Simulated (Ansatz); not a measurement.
Ge₂S₅⁻. Total charge -1; doublet. Geometry B3LYP-D4/def2-SVPD.

```xyz
7

Ge    0.533   -0.480   -1.591
Ge   -0.903   -0.894    1.197
S    -1.486    0.712   -0.660
S     2.124    0.320   -0.065
S    -0.292   -2.347   -0.499
S     1.159    0.042    1.809
S    -1.134    2.646   -0.191
```

Another isomer (doublet) lies 1.30 eV lower at PBE0-D4/def2-SVP; other spin states weren't run for this one.

Problem. Estimate the α-spin orbital energies around the gap (eV) in Ansatz with LDA (SPW92)/def2-SVP, PBE-D4/def2-SVP, BLYP-D4/def2-SVP, r2SCAN-D4/def2-SVP, CAM-B3LYP-D4/def2-SVP.

Solution. 
```tsv
orbital	LDA (SPW92)/def2-SVP	PBE-D4/def2-SVP	BLYP-D4/def2-SVP	r2SCAN-D4/def2-SVP	CAM-B3LYP-D4/def2-SVP
HOMO−9	-4.31	-4.19	-3.84	-4.67	-6.87
HOMO−8	-3.79	-3.68	-3.35	-4.12	-6.01
HOMO−7	-3.41	-3.31	-2.96	-3.72	-5.59
HOMO−6	-3.23	-3.12	-2.80	-3.56	-5.51
HOMO−5	-2.80	-2.70	-2.37	-3.11	-4.87
HOMO−4	-2.04	-1.95	-1.61	-2.34	-4.56
HOMO−3	-1.93	-1.87	-1.58	-2.29	-4.20
HOMO−2	-1.00	-0.94	-0.66	-1.31	-3.48
HOMO−1	-0.93	-0.84	-0.57	-1.22	-3.13
HOMO	-0.93	-0.84	-0.54	-1.19	-2.90
LUMO	1.41	1.57	1.86	1.53	3.50
LUMO+1	1.89	2.08	2.35	2.08	3.89
LUMO+2	2.36	2.53	2.83	2.56	4.48
LUMO+3	2.80	2.94	3.21	2.95	4.98
LUMO+4	3.07	3.25	3.52	3.34	5.29
LUMO+5	3.30	3.48	3.73	3.58	5.48
β HOMO	-0.80	-0.72	-0.45	-1.05	-2.91
β LUMO	-0.68	-0.52	-0.27	-0.69	0.79
```
